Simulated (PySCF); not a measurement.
## Dipole polarisabilities along the 5d series

Calculated with PySCF 2.14 for the ground configurations, without spin-orbit coupling: coupled response for Hartree-Fock and DFT. Mean α in bohr³, C₆ of like pairs in atomic units.

```csv
species,α UHF,α PBE,α PBE0,α recommended (Schwerdtfeger and Nagle),C₆ UHF,C₆ PBE,C₆ PBE0
"Hf [Xe] 4f14 5d2 6s2 (aug-cc-pVTZ-PP with ECP60MDF, ECP)",121.7,101.7,103.9,103 ± 6,1735,1358,1407
"Ta [Xe] 4f14 5d3 6s2 (aug-cc-pVTZ-PP with ECP60MDF, ECP)",109.4,84.32,87.10,74 ± 20,1453,1086,1132
"W [Xe] 4f14 5d4 6s2 (aug-cc-pVTZ-PP with ECP60MDF, ECP)",101.3,72.20,75.19,68 ± 15,1249,884.2,926.9
"Re [Xe] 4f14 5d5 6s2 (aug-cc-pVTZ-PP with ECP60MDF, ECP)",95.67,65.79,68.83,62 ± 3,1118,768.9,807.5
"Os [Xe] 4f14 5d6 6s2 (aug-cc-pVTZ-PP with ECP60MDF, ECP)",76.69,55.44,58.36,57 ± 3,872.5,625.7,663.0
"Ir [Xe] 4f14 5d7 6s2 (aug-cc-pVTZ-PP with ECP60MDF, ECP)",64.24,48.35,50.42,54 ± 7,710.2,527.5,551.5
"Pt [Xe] 4f14 5d9 6s1 (aug-cc-pVTZ-PP with ECP60MDF, ECP)",53.42,38.87,40.17,48 ± 4,492.4,373.0,380.8
"Au [Xe] 4f14 5d10 6s1 (aug-cc-pVTZ-PP with ECP60MDF, ECP)",49.88,35.27,36.69,36 ± 3,437.7,322.8,331.9
"Hg [Xe] 4f14 5d10 6s2 (aug-cc-pVTZ-PP with ECP60MDF, ECP)",44.93,35.29,36.74,33.91 ± 0.34,444.2,343.9,358.4
```

Hartree-Fock lacks correlation. All values carry a basis error, and heavy open shells lack spin-orbit coupling.
